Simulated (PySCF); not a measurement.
## Sn (tin, neutral): UHF calculation

Configuration: [Kr] 4d10 5s2 5p2, high-spin 3P determinant. Calculation: PySCF 2.14, in aug-cc-pwCVTZ-DK3 with one added diffuse shell each of s, p, d, f type (11s10p8d5f1g, 125 functions); scalar relativity by spin-free X2C-1e.

| Quantity | Value |
| --- | --- |
| Total energy | -6173.539039 hartree |
| One-electron energy | -8490.4721 hartree |
| Hartree (Coulomb) energy | 2480.9833 hartree |
| Exchange energy | -164.0503 hartree |
| ⟨S²⟩ | 2.0119 |
| ⟨L²⟩ | 2.032 |
| Sum of ⟨r⟩ | 36.07 bohr |
| Sum of ⟨r²⟩ | 61.40 bohr² |
| Traceless quadrupole moment −½Σ⟨3z² − r²⟩ along its main axis | 4.91 e·bohr² |
| Langevin diamagnetic susceptibility | -48.6 ×10⁻⁶ cm³/mol |

| shell | electrons | mean orbital energy (eV) | spread (eV) | rms radius, mean of both spins (bohr) |
| --- | --- | --- | --- | --- |
| 1s α | 1 | -29342.3 | 0 | 0.0336 |
| 1s β | 1 | -29342.3 | 0 | 0.0336 |
| 2s α | 1 | -4522.8 | 0 | 0.136 |
| 2s β | 1 | -4522.8 | 0 | 0.136 |
| 2p α | 3 | -4055.8 | 0.013 | 0.121 |
| 2p β | 3 | -4055.7 | 0.051 | 0.121 |
| 3s α | 1 | -912.77 | 0 | 0.361 |
| 3s β | 1 | -912.71 | 0 | 0.361 |
| 3p α | 3 | -755.95 | 0.002 | 0.362 |
| 3p β | 3 | -755.86 | 0.146 | 0.362 |
| 3d α | 5 | -513.96 | 0.083 | 0.341 |
| 3d β | 5 | -513.94 | 0.124 | 0.341 |
| 4s α | 1 | -160.08 | 0 | 0.874 |
| 4s β | 1 | -159.95 | 0 | 0.874 |
| 4p α | 3 | -110.23 | 0.018 | 0.950 |
| 4p β | 3 | -110.07 | 0.359 | 0.950 |
| 4d α | 5 | -35.619 | 0.263 | 1.19 |
| 4d β | 5 | -35.470 | 0.441 | 1.19 |
| 5s α | 1 | -15.613 | 0 | 2.66 |
| 5s β | 1 | -12.023 | 0 | 2.66 |
| 5p α | 2 | -7.269 | 0 | 3.46 |

Densities and radii are taken from the X2C orbitals without a picture-change correction, which distorts them close to the nucleus.

Spin-orbit constants ζ (cm⁻¹) from the X2C one-electron operator on these orbitals: bare nucleus, nucleus screened by l(l+1)(2l+1)/3 electrons, and screened by the Breit-Pauli mean field of the electrons.

```
shell     bare  screened nucleus  mean field
   2p  1237000           1187000         n/a
   3p   228700            219500         n/a
   3d    34320             27460         n/a
   4p    38590             37050         n/a
   4d     4001              3201         n/a
   5p     2116              2031         n/a
```

To first order the Landé constant is A = 1016 cm⁻¹, so the lowest level has J = 0 and lies 0.252 eV below the centre of the term. This holds in LS coupling only.
